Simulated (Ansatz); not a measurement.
Wavefunction ladder for `CB(F)C(N)F`

```xyz
12

C     0.3915   -1.3125   -1.0373
B     0.0373    0.1944   -0.8900
F    -0.3255    0.8924   -1.9558
C     0.1049    0.9650    0.5022
N    -0.4747    0.2408    1.5670
F    -0.4228    2.2681    0.3756
H     0.7535   -1.5641   -2.0361
H    -0.5279   -1.8906   -0.8732
H     1.0986   -1.6559   -0.2807
H     1.1697    1.1148    0.7389
H    -0.3465    0.6936    2.4615
H    -1.4580    0.0541    1.4278
```

The species carries charge 0 and has multiplicity 1. The structure was optimised at the PBE0-D4/def2-TZVP level. It is one conformer, not always the lowest. Frozen core, restricted reference, Ansatz 0.2.0. CBS rows extrapolate triple and quadruple zeta; past MP2 they add the triple-zeta difference.

```
     basis     HF (Eh)  MP2 corr.  CCSD corr.    (T)  CCSD(T) total
def2-TZVPP           ?          ?           ?      ?              ?
def2-QZVPP  -357.47694   -1.24011           –      –              –
 CBS(def2)  -357.47915   -1.30858    -1.34317  as TZ     -358.86338
```

Fill in the withheld values. (An estimate is asked.)

The calculation gave: def2-TZVPP HF (Eh): -357.46091; def2-TZVPP MP2 corr.: -1.14767; def2-TZVPP CCSD corr.: -1.18227; def2-TZVPP (T): -0.04106; def2-TZVPP CCSD(T) total: -358.68424.
